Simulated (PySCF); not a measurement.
C4H6BrFSn, SMILES C=[CH][Sn]([F])([Br])[CH]=C (B3LYP/def2-SVP optimised geometry):

```
13

C     -1.873    -1.345     2.807
C     -1.248    -2.057     1.865
Sn    -0.625    -1.211     0.000
F      1.332    -1.211     0.000
Br    -1.332     1.211     0.000
C     -1.024    -2.130    -1.889
C      0.000    -2.529    -2.651
H     -2.110    -0.283     2.677
H     -2.172    -1.798     3.760
H     -1.017    -3.118     2.024
H     -2.062    -2.253    -2.218
H      1.041    -2.399    -2.337
H     -0.164    -3.000    -3.628
```

Method: B3LYP/def2-TZVP, def2 effective core potentials past Kr (PySCF).

Question: What are the frontier orbital energies and the dipole moment?

Answer: HOMO-2 -8.22 eV, HOMO-1 -8.09 eV, HOMO -7.94 eV, LUMO -1.70 eV, LUMO+1 -1.38 eV; dipole moment 3.74 D.

On the same geometry PBE/def2-TZVP, def2 effective core potentials past Kr run with PySCF gives HOMO-2 -7.31 eV, HOMO-1 -7.08 eV, HOMO -6.93 eV, LUMO -2.35 eV, LUMO+1 -2.07 eV; dipole moment 3.61 D.
